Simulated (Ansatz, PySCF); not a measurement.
Spin states of HNbO (SMILES [OH][Nb]), each relaxed with B3LYP-D3(BJ)/def2-TZVP.
State 1 (charge 0, multiplicity 5):
| atom | x (Å) | y (Å) | z (Å) |
|---|---|---|---|
| Nb | -0.9691 | -0.7059 | -0.8904 |
| O | 0.3378 | -0.0863 | 0.3594 |
| H | 0.5982 | 0.8396 | 0.4607 |
State 2 (charge 0, multiplicity 1):
```xyz
3

Nb    -0.95815    -0.83495    -0.85518
O      0.16539     0.17019     0.13228
H      0.75958     0.71213     0.65258
```

Singlets are restricted, other states unrestricted; no spin–orbit coupling, no relativity up to Kr; see below for the cores. The largest T1 diagnostic is 0.027.

Correlated levels freeze the inner cores; with def2 sets outer-core shells near the valence are correlated too. CBS: X⁻³ extrapolation of the correlation energy, Hartree–Fock from the larger set.

The values were computed with Ansatz (Gaussian basis) for Hartree–Fock, density functionals and correlated methods; PySCF for the dispersion terms.  In def2 rows elements past Kr take small-core potentials, without spin–orbit coupling.

PBE/def2-TZVPP gives 34.66 kcal/mol for the energy of the multiplicity-1 state less that of the multiplicity-5 state.

Predict the shift from PBE, with its sign, for: PBE-D3(BJ)/def2-TZVPP, r2SCAN/def2-TZVPP, PBE0/def2-TZVPP, wB97M-V/def2-TZVPP, B2PLYP/def2-TZVPP, CCSD(T)/CBS(def2-SVP, def2-TZVPP).

PBE-D3(BJ)/def2-TZVPP -0.02; r2SCAN/def2-TZVPP 9.89; PBE0/def2-TZVPP 3.65; wB97M-V/def2-TZVPP -8.45; B2PLYP/def2-TZVPP -8.16; CCSD(T)/CBS(def2-SVP, def2-TZVPP) -9.40 kcal/mol. 2 of 6 lie above PBE; the widest gap is to r2SCAN/def2-TZVPP.

Doubts at one or more of the structures used: a restricted determinant that unrestricted orbitals would lower (B2PLYP/def2-TZVPP, CCSD(T)/CBS(def2-SVP, def2-TZVPP)).

Ansatz is a program for electronic structure.
